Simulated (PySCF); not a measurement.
Start geometry of `[Te]=C(C)F` from GFN2-xTB (Å):
```
atom  x, y, z in Å
C1    -0.6907   -0.1042    0.0843
C2     0.7298    0.1375   -0.1239
F3     0.9511    1.2986   -0.7874
Te4    2.2872   -0.9929    0.4186
H5    -1.1419    0.7405    0.6411
H6    -0.8898   -1.0070    0.6019
H7    -1.2116   -0.1016   -0.8846
```

**Question.** What comes out of this run: PBE0-D3(BJ)/def2-SVP geometry optimisation, gas phase, def2 core potentials past Kr (PySCF 2.14.0)?

**Answer.** 
```
atom  x, y, z in Å
C1    -0.7102   -0.0110    0.0379
C2     0.7629    0.0564   -0.1033
F3     1.1171    0.9952   -0.9622
Te4    2.1306   -1.0467    0.8092
H5    -1.0900    0.9667    0.3828
H6    -1.0131   -0.7957    0.7381
H7    -1.1634   -0.1943   -0.9521
```

The energy falls by 1.5 kcal/mol over 10 energy and gradient evaluations, the largest force component goes from 0.0273 to 3.4e-04 Eh/bohr, and the atoms move by 0.020 Å rms after alignment. Among the bonds, C2–F3 and C1–H6 change most and about equally (-0.035 to +0.035 Å). Bonds longer at the end by more than 0.005 Å: 2 of 6; shorter: 2. Among the angles that change most is H5–C1–H7, from 104.4° to 106.6°. Rotational constants go from 10128, 2130, 1779 to 10254, 2157, 1802 MHz. The orientation of the end geometry is arbitrary; only internal coordinates are fixed.

The run used 83 basis functions and 75 SCF cycles in all.

Whether it is a minimum is left open (no frequencies).
